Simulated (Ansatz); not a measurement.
Ansatz (an electronic-structure program) input:

Ansatz 0.2 input:
```yaml
crystal:
  periodic: [false, false, false]
  atoms:
    - {symbol: C, position_ang: [-2.25443518, -0.24941278, -0.10190078]}
    - {symbol: C, position_ang: [-0.89118174, -0.22730850, 0.09944638]}
    - {symbol: C, position_ang: [-0.06478935, -0.93985510, 1.00955811]}
    - {symbol: C, position_ang: [1.30729088, -0.64122786, 0.91218248]}
    - {symbol: C, position_ang: [1.64589286, 0.28581997, -0.03821199]}
    - {symbol: S, position_ang: [0.18564864, 0.82814991, -0.86831783]}
    - {symbol: H, position_ang: [-2.87857442, -0.89863863, 0.49970303]}
    - {symbol: H, position_ang: [-2.73536334, 0.36592528, -0.84938252]}
    - {symbol: H, position_ang: [-0.47911109, -1.65090964, 1.71296294]}
    - {symbol: H, position_ang: [2.05275261, -1.11217560, 1.54664688]}
    - {symbol: H, position_ang: [2.61325314, 0.67730567, -0.30329017]}
basis:
  gaussian:
    orbitals: STO-3G
total_charge: -1
magnetization: {spin_polarized: false}
correlation: {method: ccsd_t, electrons: outside_noble_gas}
```

### Question
Predict the final energy.

### Answer
-583.26185 Eh (CCSD(T)/STO-3G). The basis has 39 functions.

It need not be the lowest isomer of its formula. Whether it binds its extra electron was not tested at this geometry.
